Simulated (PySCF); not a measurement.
Isomers of C4H3F7O, one GFN2-xTB conformer each. Single-point energies are computed at PBE0/pcSseg-1 (PySCF, gas phase, no added dispersion term), electronic only.

Question: Rank them by PBE0/pcSseg-1 energy, lowest first (kcal/mol).
A. `[OH:1][CH2:2][C:3]([F:4])([F:5])[C:6]([F:7])([F:8])[C:9]([F:10])([F:11])[F:12]` with H–O1–C2–C3 -58°, O1–C2–C3–F4 -56°, C2–C3–C6–F7 -148° (2,2,3,3,4,4,4-heptafluoro-1-butanol)
B. `[CH3:1][O:2][C:3]([F:4])([F:5])[C:6]([F:7])([F:8])[C:9]([F:10])([F:11])[F:12]` with C1–O2–C3–F4 -58°, O2–C3–C6–F7 175°

Answer: B (0.0), A (4.2).

As drawn, the higher has an O–H bond, which the lower lacks. GFN2-xTB itself gives, in the same order: 0.0, 10.4. Both levels put the same isomer lowest.

Q: Which frontier levels, dipoles and rotational constants go with these structures?

A: 
| SMILES | HOMO (eV, PBE0/pcSseg-1) | LUMO (eV) | dipole (D) | A, B, C (MHz) |
| --- | --- | --- | --- | --- |
| COC(F)(F)C(F)(F)C(F)(F)F | -9.80 | 1.22 | 3.04 | 1415, 788.2, 713.1 |
| OCC(F)(F)C(F)(F)C(F)(F)F | -8.77 | 0.74 | 1.60 | 1454, 725.9, 680.1 |
